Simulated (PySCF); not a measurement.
# Partial charges of `CC(C)(OC=O)C(=O)[O-]`

Species: C5H7O4 (charge -1).
Cartesian coordinates in Å at the GFN2-xTB level; atoms count from 1:
```
atom  x, y, z in Å
C1    -1.0435   -0.6870   -0.8727
C2    -0.1742   -0.0610    0.2210
C3    -0.9021   -0.0102    1.5604
O4     1.0670   -0.7172    0.3740
C5     1.9595   -0.2658   -0.6267
O6     1.8892   -0.6814   -1.7763
C7     0.2478    1.3716   -0.2269
O8    -0.5293    2.3099   -0.2041
O9     1.4761    1.3859   -0.5705
H10   -0.4315   -0.8172   -1.7630
H11   -1.4149   -1.6597   -0.5500
H12   -1.8808   -0.0274   -1.0920
H13   -1.2957   -0.9916    1.8213
H14   -1.7174    0.7061    1.4854
H15   -0.2132    0.3123    2.3381
H16    2.9552   -0.1581   -0.1294
```

Density: PBE0/pcSseg-1 (PySCF); schemes: Mulliken, IAO, Hirshfeld and ESP-fitted. One conformer (not necessarily the lowest) at the GFN2-xTB geometry, without solvent, vibrations or thermal averaging. The pcSseg-1 basis has no diffuse functions, a weakness for an anion.

For which atoms does the sign change between the 4 schemes (beyond +0.03 e in one, beyond −0.03 e in another)?

C2 and H16.

Do the Mulliken, IAO, Hirshfeld and ESP-fitted schemes agree on where the charge is highest?

The schemes don't all agree: Mulliken C7 (+0.553); IAO C7 (+0.499); Hirshfeld C7 (+0.150); ESP-fitted C2 (+0.728).

Give the atomic charges in each scheme.

In e:

```csv
atom,environment,Mulliken,IAO,Hirshfeld,ESP-fitted
C1,methyl carbon,-0.144,-0.438,-0.146,-0.491
C2,sp3 carbon bound to oxygen,-0.279,+0.166,+0.066,+0.728
C3,methyl carbon,-0.158,-0.419,-0.139,-0.591
O4,ester single-bonded oxygen,-0.517,-0.453,-0.190,-0.653
C5,ester carbonyl carbon,+0.538,+0.429,+0.114,+0.718
O6,ester carbonyl oxygen,-0.551,-0.624,-0.402,-0.710
C7,carboxylate carbon,+0.553,+0.499,+0.150,+0.651
O8,carboxylate oxygen,-0.505,-0.575,-0.365,-0.669
O9,carboxylate oxygen,-0.518,-0.464,-0.227,-0.590
H10,methyl hydrogen,+0.128,+0.169,+0.024,+0.148
H11,methyl hydrogen,+0.073,+0.115,+0.021,+0.084
H12,methyl hydrogen,+0.086,+0.130,+0.025,+0.070
H13,methyl hydrogen,+0.081,+0.120,+0.024,+0.129
H14,methyl hydrogen,+0.105,+0.145,+0.029,+0.114
H15,methyl hydrogen,+0.096,+0.137,+0.028,+0.117
H16,formyl hydrogen,+0.012,+0.062,-0.011,-0.055
```

Mean size of the charges over all atoms: ESP-fitted 0.407 e, IAO 0.309 e, Mulliken 0.272 e, Hirshfeld 0.122 e. Each set sums to the total charge, -1, to within 0.001 e. The Hirshfeld scheme weights the molecular density at each point by an atom's share of the summed free-atom densities. The ESP scheme is a least-squares fit of atom-centred charges to the potential on four shells outside the van der Waals surface, with the total charge fixed.

How many electrons does the IAO scheme count on O9?

Z − q = 8 − (-0.464) = 8.464.

How closely do the schemes follow one another over all atoms?

Correlation coefficient and root-mean-square difference: IAO with Hirshfeld 0.96, 0.208 e; IAO with ESP-fitted 0.95, 0.185 e; Hirshfeld with ESP-fitted 0.91, 0.350 e; Mulliken with IAO 0.90, 0.158 e; Mulliken with Hirshfeld 0.87, 0.213 e; Mulliken with ESP-fitted 0.79, 0.301 e.

Sum the charges by element.

```csv
element,atoms,Mulliken,IAO,Hirshfeld,ESP-fitted
C,5,+0.510,+0.236,+0.045,+1.016
O,4,-2.091,-2.115,-1.184,-2.622
H,7,+0.582,+0.879,+0.139,+0.606
```

These values come from a run that also computed NMR shieldings. The run took 34 s on an Arm Neoverse V1 with one thread, no GPU, on a shared host.
